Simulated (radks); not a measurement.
The numbers below are computed, except where a source is named.
Fe VII, 20 electrons, occupied as [Ar] 3d2.

Code: a radial shooting solver on a logarithmic mesh with Libxc functionals. Model: scalar-relativistic Kohn-Sham, PBE, spin-polarised, spherical densities, point nucleus; open shells are filled with parallel spins first.

Energy parts (hartree):
part                       energy
total                 -1262.04803
kinetic                1277.49746
electron-nucleus      -2933.60520
Hartree                 446.23340
exchange-correlation    -52.17370

Orbitals (lengths in bohr, moments of r in powers of bohr):
orbital  occ.  eigenvalue (hartree)  <1/r>
1s up       1             -261.4334  25.97
1s down     1             -261.4337  25.97
2s up       1             -34.48776  5.558
2s down     1             -34.43222  5.565
2p up       3             -30.01817  5.451
2p down     3             -29.97607  5.457
3s up       1              -7.43963  1.839
3s down     1              -7.32508  1.832
3p up       3              -6.14643  1.728
3p down     3              -6.03379  1.719
3d up       2              -4.10664  1.511
3d down     0              -3.99271  1.501

The highest occupied level is 3d up at -111.75 eV. For comparison, the ionisation energy in NIST's Atomic Spectra Database is 124.97 eV (measured). In exact Kohn-Sham theory the highest level is minus the ionisation energy, but local and semilocal functionals leave it too shallow, through self-interaction and a potential that decays too fast; potentials with the right tail come closer. Spin moment in Bohr magnetons: 2. Summed over all electrons, <r^2> = 7.967 bohr^2, which gives a Langevin (diamagnetic) susceptibility term of -6.31 x 10^-6 cm^3/mol.
